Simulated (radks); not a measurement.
The numbers below are computed, except where a source is named.
Problem. All-electron atom: the fluorine ion F3+ in [He] 2s1 2p2 3d1 (not the ground configuration). Level of theory: Dirac Kohn-Sham, Wu-Cohen GGA, spin-unpolarised, spherical densities, finite nucleus; open shells fill j = l - 1/2 first; Fermi nuclear charge, rms radius 2.8976 fm (a radial shooting solver on a logarithmic mesh with Libxc functionals). Some entries of the table are withheld. Estimate them.

| orbital | occ. | eigenvalue (Ry) | <r^2> (bohr^2) |
|---|---|---|---|
| 1s1/2 | 2 | -55.92022 | 0.04175 |
| 2s1/2 | 1 | -7.56034 | (1) |
| 2p1/2 | 2 | (2) | (3) |
| 2p3/2 | 0 | (4) | (5) |
| 3d3/2 | 1 | (6) | (7) |
| 3d5/2 | 0 | (8) | (9) |

Solution. 
(1) 2s1/2 <r^2> (bohr^2): 0.8504
(2) 2p1/2 eigenvalue (Ry): -6.27859
(3) 2p1/2 <r^2> (bohr^2): 0.7580
(4) 2p3/2 eigenvalue (Ry): -6.27025
(5) 2p3/2 <r^2> (bohr^2): 0.7599
(6) 3d3/2 eigenvalue (Ry): -1.56192
(7) 3d3/2 <r^2> (bohr^2): 6.701
(8) 3d5/2 eigenvalue (Ry): -1.56174
(9) 3d5/2 <r^2> (bohr^2): 6.703
